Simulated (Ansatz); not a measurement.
iridium atom (Ir), quartet (core potentials on Ir).

Here is a job for Ansatz (an electronic-structure program).
Ansatz 0.2 input:
```yaml
crystal:
  periodic: [false, false, false]
  atoms:
    - {symbol: Ir, position_ang: [0.00000000, 0.00000000, 0.00000000]}
basis:
  gaussian:
    orbitals: def2-TZVP
hamiltonian:
  xc: pbe0
magnetization: {spin_polarized: true, initial_magnetization: 3}
```

What does this run give for the total energy, <S^2>, number of basis functions?


```json
{
  "total_energy": "-104.2285 Eh",
  "<S^2>": "3.751",
  "number_of_basis_functions": "40"
}
```
